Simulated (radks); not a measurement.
These are the eigenvalues of the occupied orbitals of an atom or ion with whole-number occupations (eV). Calculated with a radial shooting solver on a logarithmic mesh with Libxc functionals: scalar-relativistic Kohn-Sham, exchange-only r2SCAN, spin-polarised, spherical densities, finite nucleus; meta-GGA in the generalised Kohn-Sham scheme; Fermi nuclear charge, rms radius of each element as measured or else 0.836 A^(1/3) + 0.57 fm.

| orbital | eigenvalue |
|---|---|
| 1s up | -75699.08 |
| 1s down | -75676.69 |
| 2s up | -17685.08 |
| 2s down | -17655.47 |
| 2p up | -16244.21 |
| 2p down | -16206.73 |

Which element is it, and in what charge state? The configuration may be excited. Open shells, if any, are filled with parallel spins first.

Answer. Z = 74, tungsten, charge +65: W65+ in [He] 2s2 2p5. The list shows which subshells hold electrons but not how many an open one holds; the 1s level, -2781.9 hartree, gives Z - s = 74.6 by -(Z - s)^2/2, which with screening and relativity narrows Z to a few neighbours, and the depths of the outer levels then fix element, charge and occupations together.
